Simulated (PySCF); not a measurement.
Polarisability and C₆ of Si (silicon, neutral)

[Ne] 3s2 3p2, high-spin 3P determinant. All numbers are calculated (PySCF 2.14, the non-relativistic Hamiltonian (point nucleus), in dyall-av2z (13s9p2d, 50 functions)). Coupled (time-dependent) response in atomic units; α is the mean over directions. A double-zeta set is small for polarisabilities.

```tsv
method	mean α (bohr³)	α xx, yy, zz	C₆ (like pair)	S(−4)
UHF	37.70	31.82, 40.64, 40.64	314.9	500.5
PBE	40.15	32.49, 43.99, 43.99	336.2	648.5
PBE0	38.85	32.04, 42.26, 42.26	323.9	571.7
B3LYP	39.12	31.97, 42.70, 42.70	324.5	602.9
wB97X-V	37.70	31.63, 40.73, 40.73	312.1	518.9
```

S(−4) is the Cauchy moment in α(ω) = α(0) + S(−4) ω² + …

Reference α: 37.3 ± 0.7 bohr³ (recommended; Schwerdtfeger and Nagle, table of static dipole polarizabilities (2023 update)). Published C₆: 305.0 (Chu and Dalgarno (2004); Tang, Norbeck and Certain (1976)).

α(iu) at PBE:

| u (hartree) | α(iu) (bohr³) |
| --- | --- |
| 0 | 40.15 |
| 0.0500 | 38.62 |
| 0.100 | 34.88 |
| 0.200 | 25.96 |
| 0.300 | 18.69 |
| 0.500 | 10.14 |
| 0.750 | 5.456 |
| 1.00 | 3.348 |
| 1.50 | 1.619 |
| 2.00 | 0.9559 |
| 3.00 | 0.4550 |
| 5.00 | 0.1799 |

A single London oscillator, α(iu) = α/(1 + u²/ω²), gives C₆ = (3/4) ω α². Matching the computed C₆ needs ω = 4 × 336.2 / (3 × 40.15²) = 0.278 hartree.

The components differ because the open shell of this determinant is not spherical; for a pure term their mean is the scalar polarisability.
